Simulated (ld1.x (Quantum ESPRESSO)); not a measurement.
**hydrogen (H): variants of one TM potential**

Base potential:

H (Z = 1), norm-conserving Troullier–Martins (Kleinman–Bylander form), made with ld1.x (Quantum ESPRESSO) 7.5 (PBE, scalar-relativistic). Core none, reference 1s1. Waves: 1s (bound): rc 1.30 bohr; 2p channel at 0.2 Ry: rc 1.25 bohr. Local part: the p channel. Core correction: none.

All-electron outer shells of the reference configuration (PBE, scalar-relativistic, ld1.x):

```
shell  level (eV)  outermost node (bohr)  outermost maximum (bohr)
   1s       -6.49                      –                      1.03
```

Cutoffs, loose and tight: the cutoffs (Ry, on a coarse ladder) from which the occupation-weighted sum of valence levels, in a spherical-Bessel basis at the reference potential, stays within 10 and 1 mRy of its value at 400 Ry. They do not see the model core or the augmentation charge, which bear on the density cutoff. Test errors are all-electron minus pseudo excitation energies from the reference, over the configurations 1s0.5. A dash means not determined; rows that change the core or the reference have their own tests.

| change | outcome | cutoff, loose | cutoff, tight | bound ghosts |
| --- | --- | --- | --- | --- |
| base | generated | 18 Ry | 35 Ry | none |
| all radii scaled by about 1.04 (s 1.34, p 1.30 bohr) | generated | 18 Ry | 35 Ry | none |
| all radii scaled by about 1.28 (s 1.66, p 1.60 bohr) | generated | 15 Ry | 25 Ry | none |
| all radii scaled by about 1.36 (s 1.76, p 1.70 bohr) | generated | 15 Ry | 21 Ry | none |

(1) What comes out with this change to the base: all radii scaled by about 0.93 (s 1.20, p 1.16 bohr)?

(2) What comes out with this change to the base: all radii scaled by about 0.76 (s 0.98, p 0.96 bohr)?

(3) What comes out with this change to the base: all radii scaled by about 1.11 (s 1.44, p 1.38 bohr)?

## Answers

(1) outcome: generated; cutoff, loose: 21 Ry; cutoff, tight: 40 Ry; bound ghosts: none.

(2) outcome: generated; cutoff, loose: 25 Ry; cutoff, tight: 50 Ry; bound ghosts: none.

(3) outcome: generated; cutoff, loose: 18 Ry; cutoff, tight: 30 Ry; bound ghosts: none.

Reading the sweep of the scale of all radii (base = 1) (base included, trends over the rows without a ghost): The loose cutoff falls from 25 Ry at 0.76 to 15 Ry at 1.36. A larger radius leaves more room for a smooth pseudo-wave, so fewer plane waves are needed; a smaller one forces it to follow the all-electron wave where it bends sharply.
